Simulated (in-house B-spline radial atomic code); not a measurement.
**Ionising the selenium ion Se⁷⁺ with different functionals**

Computed with a radial B-spline atomic code at the basis-set limit: scalar-relativistic (spin-free X2C) Hamiltonian, Fermi nucleus of rms radius 4.14 fm, spin-polarised at highest spin, spherical fractional occupations for the functionals, the average over the highest-spin determinants for Hartree-Fock. The ionisation energy is the difference of two self-consistent energies, [Ar] 3d9 → [Ar] 3d8, without Breit or QED terms; ε is the level of the shell that loses the electron (its least bound occupied spin orbital). There is no spin-orbit coupling in this Hamiltonian.

Hybrids are left out here: with spherical fractional occupations of an open shell their exact exchange keeps a self-interaction that integer-occupation calculations don't have.

```json
{"method": "Hartree-Fock", "rung": "Hartree-Fock", "ΔSCF (eV)": "185.29", "-ε(3d) (eV)": "188.92"}
{"method": "LDA VWN5", "rung": "LDA", "ΔSCF (eV)": "187.62", "-ε(3d) (eV)": "171.30"}
{"method": "LDA PW92", "rung": "LDA", "ΔSCF (eV)": "187.61", "-ε(3d) (eV)": "171.29"}
{"method": "LDA exchange-only", "rung": "LDA", "ΔSCF (eV)": "?", "-ε(3d) (eV)": "?"}
{"method": "PBE", "rung": "GGA", "ΔSCF (eV)": "187.26", "-ε(3d) (eV)": "170.96"}
{"method": "PBEsol", "rung": "GGA", "ΔSCF (eV)": "187.21", "-ε(3d) (eV)": "170.90"}
{"method": "BLYP", "rung": "GGA", "ΔSCF (eV)": "187.14", "-ε(3d) (eV)": "170.84"}
{"method": "RPBE", "rung": "GGA", "ΔSCF (eV)": "187.17", "-ε(3d) (eV)": "170.86"}
{"method": "PW91", "rung": "GGA", "ΔSCF (eV)": "187.45", "-ε(3d) (eV)": "171.13"}
{"method": "BP86", "rung": "GGA", "ΔSCF (eV)": "187.36", "-ε(3d) (eV)": "171.04"}
{"method": "AM05", "rung": "GGA", "ΔSCF (eV)": "187.27", "-ε(3d) (eV)": "170.96"}
{"method": "OLYP", "rung": "GGA", "ΔSCF (eV)": "187.99", "-ε(3d) (eV)": "171.69"}
{"method": "TPSS", "rung": "meta-GGA", "ΔSCF (eV)": "187.13", "-ε(3d) (eV)": "170.85"}
{"method": "SCAN", "rung": "meta-GGA", "ΔSCF (eV)": "187.67", "-ε(3d) (eV)": "171.56"}
{"method": "r2SCAN", "rung": "meta-GGA", "ΔSCF (eV)": "?", "-ε(3d) (eV)": "?"}
{"method": "revTPSS", "rung": "meta-GGA", "ΔSCF (eV)": "186.97", "-ε(3d) (eV)": "170.71"}
```

Problem. What does r2SCAN give?

Solution. ΔSCF 187.72 eV, and -ε(3d) = 171.60 eV.

Problem. What does LDA exchange-only give?

Solution. ΔSCF 185.24 eV, and -ε(3d) = 168.99 eV.

Problem. How do they compare with the NIST value?

Solution. NIST lists 184 eV ± 2.1 (tabulated theory, ground level to ground level). Errors run from +1.24 to +3.99 eV; all lie within about twice that uncertainty, so the table can't rank the methods. Hartree-Fock also lacks correlation.
